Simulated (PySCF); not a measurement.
Dipole polarisabilities along group 15

Calculated with PySCF 2.14 for the ground configurations, without spin-orbit coupling: coupled response for Hartree-Fock and DFT, finite fields for MP2 and CCSD(T), with N 1s2; P [Ne]; As [Ar] 3d10; Sb [Kr] 4d10; Bi [Xe] 4f14 5d10 frozen. Mean α in bohr³, C₆ of like pairs in atomic units.

```json
{"species": "N [He] 2s2 2p3 (aug-cc-pVTZ-DK, spin-free X2C)", "α UHF": "7.106", "α PBE": "8.022", "α PBE0": "7.601", "α MP2": "7.124", "α CCSD(T)": "7.209", "α recommended (Schwerdtfeger and Nagle)": "7.4 ± 0.2", "C₆ UHF": "23.19", "C₆ PBE": "27.72", "C₆ PBE0": "25.82"}
{"species": "P [Ne] 3s2 3p3 (aug-cc-pV(T+d)Z, non-relativistic)", "α UHF": "25.41", "α PBE": "27.32", "α PBE0": "26.29", "α MP2": "25.05", "α CCSD(T)": "25.03", "α recommended (Schwerdtfeger and Nagle)": "25 ± 1", "C₆ UHF": "188.5", "C₆ PBE": "204.9", "C₆ PBE0": "195.6"}
{"species": "As [Ar] 3d10 4s2 4p3 (aug-cc-pVTZ-DK, spin-free X2C)", "α UHF": "30.24", "α PBE": "33.09", "α PBE0": "31.55", "α MP2": "30.16", "α CCSD(T)": "30.26", "α recommended (Schwerdtfeger and Nagle)": "30 ± 1", "C₆ UHF": "256.1", "C₆ PBE": "282.3", "C₆ PBE0": "267.2"}
{"species": "Sb [Kr] 4d10 5s2 5p3 (aug-cc-pVTZ-DK3, spin-free X2C)", "α UHF": "44.27", "α PBE": "47.84", "α PBE0": "45.69", "α MP2": "44.25", "α CCSD(T)": "44.39", "α recommended (Schwerdtfeger and Nagle)": "43 ± 2", "C₆ UHF": "483.0", "C₆ PBE": "523.1", "C₆ PBE0": "496.6"}
{"species": "Bi [Xe] 4f14 5d10 6s2 6p3 (aug-cc-pVTZ-DK3, spin-free X2C)", "α UHF": "49.86", "α PBE": "55.15", "α PBE0": "52.22", "α MP2": "50.19", "α CCSD(T)": "50.47", "α recommended (Schwerdtfeger and Nagle)": "48 ± 4", "C₆ UHF": "594.1", "C₆ PBE": "661.7", "C₆ PBE0": "621.8"}
```

Hartree-Fock lacks correlation. PBE lies above the recommended values here, as self-interaction makes its density too diffuse. MP2 and CCSD(T) carry the error of the frozen core. All values carry a basis error.
